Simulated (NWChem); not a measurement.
# Atomisation of silylarsine (H5AsSi)

```xyz
7

Si     1.5531    -0.3081     0.0000
As    -0.7826     0.2158     0.0000
H      2.1750     0.3122     1.2220
H      2.1750     0.3122    -1.2220
H      1.8464    -1.7843     0.0000
H     -1.0564    -0.8246     1.1035
H     -1.0564    -0.8246    -1.1035
```
Charge 0, spin multiplicity 1.

Everything below was run with NWChem. Structure: optimised with PBE/def2-SVP, a minimum by its harmonic frequencies.

Basis set: def2-TZVP. The atomisation energy is electronic alone: no zero-point, thermal, spin-orbit or counterpoise terms. No value is extrapolated to the basis-set limit. Free atoms are single determinants with multiplicities Si 3, As 4, H 2. Correlated methods freeze the same cores in atoms and molecule, 14 orbitals in all.

The Hamiltonian is non-relativistic. The stability of the SCF solutions was not checked. Open-shell Hartree-Fock references start from PBE0 orbitals.

Order these methods by the atomisation energy they give, lowest first: BHandHLYP, r2SCAN, MP2, M06-2X.

MP2 (405.2 kcal/mol), M06-2X (427.8 kcal/mol), BHandHLYP (430.0 kcal/mol), r2SCAN (436.0 kcal/mol)
